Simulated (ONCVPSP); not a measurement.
**Before and after: ONCV potential for Ce**

```json
{
  "Element": "cerium (Ce)",
  "Generator": "ONCVPSP 4.0.1",
  "Type": "optimised norm-conserving Vanderbilt (ONCV)",
  "Functional": "PBEsol",
  "Relativity": "scalar-relativistic",
  "Frozen core": "[Kr] 4d10",
  "Valence charge": "12",
  "Reference configuration": "4f1 5s2 5p6 5d1 6s2",
  "Partial waves": "5s+6s: rc 2.90 bohr, ncon 5, nbas 9, qcut 4.9 1/bohr, 2 projectors; 5p: rc 1.90 bohr, ncon 4, nbas 8, qcut 3.6 1/bohr, 2 projectors, debl 0.4 Ha; 5d: rc 3.60 bohr, ncon 4, nbas 9, qcut 4.7 1/bohr, 2 projectors, debl 0.4 Ha; 4f: rc 1.80 bohr, ncon 5, nbas 10, qcut 9.9 1/bohr, 2 projectors, debl 1.2 Ha",
  "Local potential": "polynomial inside 1.35 bohr (lpopt 1, dvloc0 4 Ha)",
  "Core correction": "polynomial model core, fcfact 0.45"
}
```

In the p channel the program set the typed energies aside and used -0.854, 0.250 Ha.

Change: s: qcut 4.2; p: qcut 3.1; d: qcut 4; f: qcut 8.5.

Cutoffs: the cutoffs (Ha) at which the residual kinetic energy of the hardest occupied pseudo-wave falls to 1 and 0.1 mHa per electron; they do not see the model core or the augmentation charge, which bear on the density cutoff. Errors are all-electron minus pseudo energies relative to the spin-unpolarised reference configuration.

**Question.** Predict the effect on cutoff, ghosts and configuration errors.

**Answer.** The potential gets harder (42 Ha and 56 Ha → 43 Ha and 121 Ha); of the 4 tests that both files solve, the error grows in 2 and shrinks in 1 by more than 15 % and 0.3 meV (median size 5.1 → 10.6 meV); neither file shows a bound ghost.

```csv
quantity,base,changed
"cutoff, loose",42 Ha,43 Ha
"cutoff, tight",56 Ha,121 Ha
loose cutoff by channel,"s 7.6 Ha, p 42 Ha, d 6.0 Ha, f 42 Ha","s 5.9 Ha, p 43 Ha, d 5.3 Ha, f 38 Ha"
bound ghosts,none,none
GHOST(+) flags under 300 eV,s at 69.4 eV,s at 63.0 eV
"error for 4f1 5s2 5p6 5d1 6s1, meV [ΔE 6.10 eV]",-1.9,-2.1
"error for 4f1 5s2 5p6 5d1 6s0, meV [ΔE 17.14 eV]",-8.3,-11
"error for 4f1 5s2 5p6 5d0 6s0, meV [ΔE 36.28 eV]",+1.0,+15
"error for 4f1 5s2 5p6 5d2 6s0, meV [ΔE 6.26 eV]",-14,-10
s: phases at 2.95 bohr within 0.05 rad from the reference energy up to (Ha; the scan ends near 5),2.1,1.8
p: phases at 1.93 bohr within 0.05 rad from the reference energy up to (Ha; the scan ends near 5),3.1,3.1
d: phases at 3.65 bohr within 0.05 rad from the reference energy up to (Ha; the scan ends near 5),2.8,2.5
f: phases at 1.83 bohr within 0.05 rad from the reference energy up to (Ha; the scan ends near 5),to the end of the scan,to the end of the scan
"rms error of d²Exc/dni dnj with the model core, mHa",2.52,2.96
```
